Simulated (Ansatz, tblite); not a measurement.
Removing and adding an electron: Li₁₀F₁₀ (relaxed from a model of 2x2x5 LiF rock-salt block, whose bonding it doesn't keep). Charge 0, multiplicity 1. Geometry: PBE-D4/def2-SVP. Ansatz, gas phase; energy differences of separate SCF runs; the oxidised species was run as a doublet alone; the reduced species was run as a doublet alone.

Cartesian coordinates in Å:
```
Li 0.789 -3.091 2.061
F 1.248 -1.563 1.207
Li 1.301 -0.010 0.261
F 1.641 1.540 -0.629
Li 1.569 3.072 -1.588
F -0.621 -2.440 3.001
Li -0.421 -0.863 2.067
F -0.240 0.758 1.229
Li -0.024 2.270 0.213
F 0.176 3.846 -0.720
F -0.175 -3.846 0.720
Li 0.024 -2.270 -0.213
F 0.240 -0.758 -1.229
Li 0.421 0.863 -2.067
F 0.621 2.440 -3.001
Li -1.569 -3.072 1.588
F -1.641 -1.539 0.629
Li -1.301 0.011 -0.261
F -1.248 1.563 -1.207
Li -0.789 3.091 -2.061
```

The xTB rows come from tblite. HOMO above LUMO, or a gap near zero within one spin, warns that the state may not be the lowest or that an electron is smeared out.

(1) Estimate orbital energies and vertical ionisation energies and electron affinities at: GFN1-xTB; GFN2-xTB; PBE-D4/def2-SVP; PBE0-D4/def2-SVP.

Results:

(1) 
```csv
level,−HOMO (eV),vertical IE (eV),−LUMO (eV),vertical EA (eV),HOMO–LUMO gap (eV),IE − EA (eV),remarks
GFN1-xTB,10.58,12.70,6.26,4.46,4.32,8.24,–
GFN2-xTB,10.70,13.06,4.05,2.00,6.66,11.06,–
PBE-D4/def2-SVP,7.23,9.59,0.80,-0.15,6.43,9.74,"HOMO above zero (-1 doublet), gap within one spin near zero (+1 doublet), gap within one spin near zero (-1 doublet)"
PBE0-D4/def2-SVP,9.28,10.94,0.26,-0.35,9.02,11.29,HOMO above zero (-1 doublet)
```

   A HOMO above zero means that the electron is unbound at that level or that self-interaction error raises the level; the energy of removing that electron tells which. Raw xTB energy differences between charge states are shifted by several eV; the methods need an empirical correction for them. Sets without diffuse functions give affinities that are too small. A negative affinity means that the extra electron isn't bound; its size then hangs on the basis.
